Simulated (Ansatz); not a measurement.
`C[CH]([AlH2])[GeH3]` + `C=C[SiH2]S` → `C=C[SiH2][S][GeH3]` + `C[CH2][AlH2]`  (ligand exchange at a Ge–C bond)

Program: Ansatz. Geometries: PBE0-D4/def2-TZVP. ΔE: electronic, gas phase. CCSD(T)/CBS is the MP2 limit (def2-TZVPP, def2-QZVPP) plus CCSD(T) − MP2 in def2-TZVPP, frozen cores. DFT in def2-TZVPP. B3LYP here is the variant with VWN-RPA as its local correlation; programs differ in this. For Ge outer-core shells are correlated without core-valence functions, which leaves a few kJ/mol of doubt a bond. Scalar relativity is left out up to krypton. Each species was taken in one conformer, which may not be the lowest.

| level | ΔE (kJ/mol) | difference from CCSD(T)/CBS |
| --- | --- | --- |
| PBE-D4 | -59.9 | -5.2 |
| r2SCAN-D4 | -60.0 | -5.3 |
| PBE0-D4 | -61.8 | -7.1 |
| B3LYP-D4 | -62.3 | -7.6 |
| ωB97X-V | -59.5 | -4.8 |
| ωB97M-V | -59.8 | -5.1 |
| B2PLYP | -57.6 | -2.9 |
| PBE | -57.1 | -2.4 |
| r2SCAN | -59.3 | -4.6 |
| PBE0 | -59.2 | -4.5 |
| B3LYP | -57.7 | -3.0 |
| HF/def2-TZVPP | -62.7 | -8.0 |
| MP2/def2-TZVPP | -56.4 | -1.7 |
| SCS-MP2/def2-TZVPP | -56.0 | -1.3 |
| CCSD/def2-TZVPP | -54.1 | 0.6 |
| CCSD(T)/def2-TZVPP | -54.1 | 0.6 |
| HF/def2-QZVPP | -62.6 | -7.9 |
| MP2/def2-QZVPP | -56.8 | -2.1 |
| SCS-MP2/def2-QZVPP | -56.5 | -1.8 |
| HF/CBS(def2) | -62.6 | -7.9 |
| MP2/CBS(def2) | -57.1 | -2.4 |
| CCSD/CBS(def2) | -54.8 | -0.1 |
| CCSD(T)/CBS | -54.7 | 0 |

Largest T1 diagnostic among the species: 0.012.

The D4 term adds −4.6 kJ/mol with B3LYP and −2.5 kJ/mol with PBE0; it sums over pairs of atoms, weighted by their polarisabilities, and B3LYP, whose exchange is more repulsive, gets the larger term. In def2-TZVPP, CCSD(T) changes the Hartree–Fock value by +8.7 kJ/mol (the triples alone add +0.1 kJ/mol) and MP2 by +6.3 kJ/mol.
